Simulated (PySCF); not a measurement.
sulfuric acid (H2O4S), SMILES O=S(=O)(O)O.

Geometry optimised at B3LYP-D3(BJ)/def2-SVP. Other conformers were not sampled.

Calculation: TDDFT-PBE/def2-SVPD (PySCF 2.14.0).

Vertical excitations. The molecule is in vacuum. State labels are in the subgroup C2.

Computed excitation energies, oscillator strengths and character:
```
state  symmetry  energy (eV)  λ (nm)      f                            main pairs
-----  --------  -----------  ------  -----  ------------------------------------
S1            B         6.71     185  0.003                        HOMO→LUMO 99 %
S2            B         6.94     179  0.001                      HOMO−1→LUMO 99 %
S3            A         7.04     176  0.000                     HOMO−2→LUMO 100 %
S4            A         7.76     160  0.000                      HOMO→LUMO+1 96 %
S5            A         7.98     155  0.000  HOMO−1→LUMO+1 82 %, HOMO−3→LUMO 16 %
S6            B         8.15     152  0.002                    HOMO−2→LUMO+1 90 %
S7            A         8.15     152  0.054  HOMO−3→LUMO 78 %, HOMO−1→LUMO+1 12 %
S8            B         8.28     150  0.071                      HOMO−4→LUMO 86 %
S9            B         8.37     148  0.007                      HOMO→LUMO+2 94 %
S10           A         8.58     145  0.002                      HOMO→LUMO+3 85 %
T1            B         6.50     191      0                        HOMO→LUMO 99 %
T2            B         6.68     186      0                      HOMO−1→LUMO 98 %
T3            A         6.85     181      0                      HOMO−2→LUMO 99 %
T4            A         7.59     163      0                      HOMO→LUMO+1 91 %
```
Triplets are in the Tamm–Dancoff approximation, which puts them higher than full response would, so one can lie above its singlet here.
